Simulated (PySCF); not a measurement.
# How the method changes the constants of MgI

State: ²Σ⁺ (doublet), unpaired electrons σ ↑. Set-up: basis Mg x2c-TZVPPall, I x2c-TZVPPall; spin-free X2C with a Gaussian nucleus; PySCF 2.14. De refers to Mg + I in their high-spin ground configurations, without counterpoise correction. The functionals are run spin-unrestricted. A positive dipole means Mg(−)I(+).

```tsv
Level	Re (Å)	ωe (cm⁻¹)	De (eV)	μ (D)
UHF	2.604	315	1.95	-3.42
UHF-MP2	2.580	321	2.40	n/a
UHF-SCS-MP2	2.588	319	2.19	n/a
UHF-CCSD	2.589	318	2.02	n/a
UHF-CCSD(T)	2.590	317	2.09	n/a
PBE	2.607	298	2.30	-2.94
revPBE	2.622	294	2.19	-2.97
PW91	2.605	299	2.34	-2.96
BLYP	2.627	287	2.01	-3.03
r²SCAN	2.593	310	2.54	-3.19
r²SCANh	2.589	312	2.52	-3.23
PBE0	2.590	309	2.32	-3.13
LC-ωPBE	2.570	322	2.36	-3.19
```

Problem. Which functional lies closest to UHF-CCSD(T) in De, which farthest, and by how much do they differ from it?

Solution. Closest is BLYP (+3.7 pm in Re, -9.5 % in ωe, -0.08 eV in De against UHF-CCSD(T) in the same basis), farthest r²SCAN (+0.3 pm in Re, -2.2 % in ωe, +0.45 eV in De). CCSD(T) converges more slowly with the basis than the functionals do and binds too weakly in this one, so the order can change at the basis-set limit.

Problem. What does a quarter of exact exchange do here, going from PBE to PBE0?

Solution. PBE0 less PBE: -1.7 pm in Re, +3.7 % in ωe, +0.02 eV in De. Exact exchange removes part of the self-interaction that spreads semilocal densities, and in most molecules shortens and stiffens the bond and lowers De; here De goes the other way.

Problem. What does the step from GGA to meta-GGA do here, going from PBE to r²SCAN?

Solution. r²SCAN less PBE: -1.4 pm in Re, +4.0 % in ωe, +0.24 eV in De. 

Correlated steps freeze 19 core orbitals. Spin–orbit coupling is left out, which matters for elements this heavy, above all for dissociation energies. The state was picked by a PBE0 search and need not be the measured ground state.

The whole job (state search and all levels along the bond) took about 20 min on 1 thread of Intel Xeon Platinum 8175M @ 2.50GHz (shared host), peak memory 2.2 GiB.
